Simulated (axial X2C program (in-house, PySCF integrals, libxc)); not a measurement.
How long does MgBi take?

A bond scan computed with an in-house all-electron X2C program for linear molecules (integrals from PySCF). Basis: Bi dyall-cv3z [12s14p10d6f1g], Mg dyall-cv3z [9s8p6d3f] (cores contracted in-house).

Input file and command:
```json
{"zs": [83, 12], "q": 0, "bas": ["dyall-cv3z", "dyall-cv3z"], "levels": ["PBE0", "HF", "LDA"], "cc": true, "r0": 2.9, "thr": -1.0, "nmax": 90, "npts": 10, "nst": 2, "ntry": 6}
```
```bash
python so2c.py task.json out
```

Keys: zs atomic numbers; q charge; bas basis sets; levels methods; cc coupled cluster on or off; r0 starting distance in Å; thr threshold in hartree for freezing inner shells (an s shell follows its p shell); nmax most natural virtual spinors; npts points on the curve; nst determinants followed; ntry starts of the search. HF also brings MP2.

Hardware: 1 thread of INTEL(R) XEON(R) PLATINUM 8581C CPU @ 2.30GHz (Emerald Rapids), with other jobs on the host.

Wall time of one point of each curve, integrals apart:

```
Hamiltonian                               level  points  seconds a point
  spin-free                                PBE0      10              1.3
  spin-free                                  HF      10              0.8
  spin-free  CCSD(T) (7 electrons, 90 virtuals)       7              3.4
  spin-free                                 LDA      10             0.47
         2c                                PBE0      10              2.2
         2c                                  HF      10              1.8
         2c  CCSD(T) (7 electrons, 90 virtuals)       7              5.7
         2c                                 LDA      10             0.54
```

The rest:

Search with its distance optimisation 36 s, atoms 7 s, whole task 190 s. Coupled cluster runs on the points near the minimum only. The program drops outer points, and coupled cluster, when its time limit (not in the input) nears; MP2, further determinants and curves that did not converge are not in the table.
